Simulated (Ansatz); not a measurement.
Diatomic GeF, multiplicity 2 (the spin of the measured ground state). No spin–orbit coupling. Ge is treated without relativity.

D_e counts from the fitted minimum to each atom's lowest state at the same level, without counterpoise.

Correlated levels freeze the inner cores; with def2 sets outer-core shells near the valence are correlated too.

Codes used: Ansatz (a quantum-chemistry and plane-wave program) with Gaussian orbitals. Each number belongs to the level named beside it.

```json
[
 {"level": "PBE/def2-TZVPP", "bond energy D_e (kJ/mol)": "541.6"},
 {"level": "r2SCAN/def2-TZVPP", "bond energy D_e (kJ/mol)": "519.2"},
 {"level": "B97M-V/def2-TZVPP", "bond energy D_e (kJ/mol)": "522.3"},
 {"level": "B3LYP/def2-TZVPP", "bond energy D_e (kJ/mol)": "515.0"},
 {"level": "PBE0/def2-TZVPP", "bond energy D_e (kJ/mol)": "504.2"},
 {"level": "BHLYP/def2-TZVPP", "bond energy D_e (kJ/mol)": "[?]"},
 {"level": "CAM-B3LYP/def2-TZVPP", "bond energy D_e (kJ/mol)": "522.3"},
 {"level": "B2PLYP/def2-TZVPP", "bond energy D_e (kJ/mol)": "514.4"},
 {"level": "CCSD(T)/def2-TZVPP", "bond energy D_e (kJ/mol)": "494.9"}
]
```

Task: What belongs in the gaps?

Result: 
- BHLYP/def2-TZVPP, bond energy D_e (kJ/mol): 474.1
